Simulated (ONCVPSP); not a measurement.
## What one change does to a pseudopotential (magnesium, ONCV)

| Quantity | Value |
| --- | --- |
| Element | Mg (Z = 12) |
| Generator | ONCVPSP 4.0.1 |
| Type | optimised norm-conserving Vanderbilt (ONCV) |
| Functional | PBEsol |
| Relativity | fully relativistic |
| Frozen core | [He] 2s2 |
| Valence charge | 8 |
| Reference configuration | 2p6 3s2 |
| Partial waves | 3s: rc 2.65 bohr, ncon 3, nbas 6, qcut 2.4 1/bohr, 2 projectors, debl 2.7 Ha; 2p: rc 0.95 bohr, ncon 4, nbas 8, qcut 18.4 1/bohr, 3 projectors, debl 2.4 Ha; d scattering state at 0.36 Ha: rc 2.25 bohr, ncon 4, nbas 8, qcut 4.6 1/bohr, 2 projectors, debl 3.3 Ha |
| Local potential | polynomial inside 0.70 bohr (lpopt 2, dvloc0 6 Ha) |
| Core correction | polynomial model core, fcfact 0.2 |

Open shells are filled in proportion to 2j + 1.

Change: s: qcut 2.5; p: qcut 19.2; d: qcut 4.8.

Cutoffs: the cutoffs (Ha) at which the residual kinetic energy of the hardest occupied pseudo-wave falls to 1 and 0.1 mHa per electron; they do not see the model core or the augmentation charge, which bear on the density cutoff. Errors are all-electron minus pseudo energies relative to the spin-unpolarised reference configuration.

Problem. Predict the effect on cutoff, ghosts and configuration errors.

Solution. The potential gets neither clearly harder nor softer (102 Ha and 119 Ha → 105 Ha and 123 Ha); the errors of the 4 common tests hardly move; the range in which the d5/2 phases agree widens (upper end 2.8 → at the end of the scan); the range in which the d3/2 phases agree widens (upper end 2.8 → at the end of the scan); neither file shows a bound ghost.

| quantity | base | changed |
| --- | --- | --- |
| cutoff, loose | 102 Ha | 105 Ha |
| cutoff, tight | 119 Ha | 123 Ha |
| loose cutoff by channel | s 2.6 Ha, p 102 Ha | s 2.6 Ha, p 105 Ha |
| bound ghosts | none | none |
| GHOST(+) flags under 300 eV | s at 82.3 eV, d5/2 at 139.7 eV, d3/2 at 140.3 eV | s at 82.3 eV |
| error for 2p6 3s1, meV [ΔE 7.92 eV] | -7.1 | -6.3 |
| error for 2p6 3s0, meV [ΔE 22.74 eV] | -71 | -63 |
| error for 2p6 3s1.5, meV [ΔE 3.13 eV] | -0.8 | -0.7 |
| error for 2p6 3s1 3p1, meV [ΔE 3.47 eV] | -8.6 | -7.9 |
| s: phases at 2.68 bohr within 0.05 rad from the reference energy up to (Ha; the scan ends near 5) | 1.5 | 1.5 |
| p3/2: phases at 0.96 bohr within 0.05 rad from the reference energy up to (Ha; the scan ends near 5) | to the end of the scan | to the end of the scan |
| p1/2: phases at 0.96 bohr within 0.05 rad from the reference energy up to (Ha; the scan ends near 5) | to the end of the scan | to the end of the scan |
| d5/2: phases at 2.28 bohr within 0.05 rad from the reference energy up to (Ha; the scan ends near 5) | 2.8 | to the end of the scan |
| d3/2: phases at 2.28 bohr within 0.05 rad from the reference energy up to (Ha; the scan ends near 5) | 2.8 | to the end of the scan |
| rms error of d²Exc/dni dnj with the model core, mHa | 12.64 | 12.68 |
